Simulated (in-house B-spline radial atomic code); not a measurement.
# Ionising the chlorine ion Cl⁷⁺ with different functionals

Computed with an all-electron radial atomic-structure program (B-spline basis): scalar-relativistic (spin-free X2C) Hamiltonian, Fermi nucleus of rms radius 3.3654 fm, spin-polarised at highest spin, spherical fractional occupations for the functionals, and exact exchange of hybrids averaged over the configuration. The ionisation energy is the difference of two self-consistent energies, [He] 2s2 2p6 → [He] 2s2 2p5, without Breit or QED terms; ε is the level of the shell that loses the electron (its least bound occupied spin orbital).

| method | rung | ΔSCF (eV) | -ε(2p) (eV) |
| --- | --- | --- | --- |
| PBE0 | global hybrid | 348.90 | 330.42 |
| B3LYP | global hybrid | 349.18 | 329.25 |
| TPSSh | global hybrid | 349.41 | 326.71 |
| BHandHLYP | global hybrid | 348.91 | 337.61 |
| r2SCAN0 | global hybrid | 350.51 | 332.45 |
| B97-1 | global hybrid | 349.03 | 329.39 |
| HSE06 | range-separated hybrid | 348.85 | 329.92 |
| wB97X | range-separated hybrid | 348.79 | 331.45 |
| CAM-B3LYP | range-separated hybrid | 349.08 | 331.17 |
| LC-wPBE | range-separated hybrid | 348.91 | 329.23 |

Question: Among the functionals, which spreads more, the ΔSCF values or the orbital energies?

Answer: The orbital energies: ΔSCF values span about 1.72 eV and the orbital energies 10.90 eV; here energy differences depend much less on the functional than eigenvalues do.

Question: How do they compare with the NIST value?

Answer: NIST lists 348.31 eV ± 0.007 (measured, ground level to ground level). Errors run from +0.49 to +2.21 eV; wB97X is closest (+0.49 eV), but part of that can be cancellation, since the calculations leave out spin-orbit coupling, Breit-QED terms, multiplet and fine-structure energies.
